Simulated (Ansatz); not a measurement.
Mulliken charges of CH$_{5}$OSSi, SMILES `CO[SiH]S` radical from r2SCAN/def2-TZVPP in Ansatz (PBE0-D4/def2-TZVP geometry).

```json
{"atom": "C1", "x (Å)": "-1.413", "y (Å)": "0.428", "z (Å)": "0.542", "charge (e)": "0.012"}
{"atom": "O2", "x (Å)": "-0.009", "y (Å)": "0.350", "z (Å)": "0.418", "charge (e)": "-0.349"}
{"atom": "Si3", "x (Å)": "0.752", "y (Å)": "-0.372", "z (Å)": "-0.849", "charge (e)": "0.360"}
{"atom": "S4", "x (Å)": "2.806", "y (Å)": "-0.689", "z (Å)": "-0.397", "charge (e)": "-0.245"}
{"atom": "H5", "x (Å)": "-1.644", "y (Å)": "0.698", "z (Å)": "1.574", "charge (e)": "0.067"}
{"atom": "H6", "x (Å)": "-1.826", "y (Å)": "1.195", "z (Å)": "-0.121", "charge (e)": "0.062"}
{"atom": "H7", "x (Å)": "-1.893", "y (Å)": "-0.530", "z (Å)": "0.315", "charge (e)": "0.060"}
{"atom": "H8", "x (Å)": "0.182", "y (Å)": "-1.740", "z (Å)": "-1.068", "charge (e)": "-0.080"}
{"atom": "H9", "x (Å)": "3.132", "y (Å)": "0.614", "z (Å)": "-0.432", "charge (e)": "0.112"}
```

By hand: the dipole of these point charges (1 e Å = 4.8032 D).

Σ q r = (-0.431, 0.215, -0.194) e Å, of length 0.519 e Å = 2.49 D.

How does the dipole of the full density compare? (Best estimate.)

Ansatz gave: (-0.326, 0.178, -0.004) e Å, 1.78 D; the point charges give 1.40 times that, at 21° from its direction.

Point charges leave out the atoms' own dipoles, such as those of lone pairs, and Mulliken's split depends on the basis, so the two needn't agree.
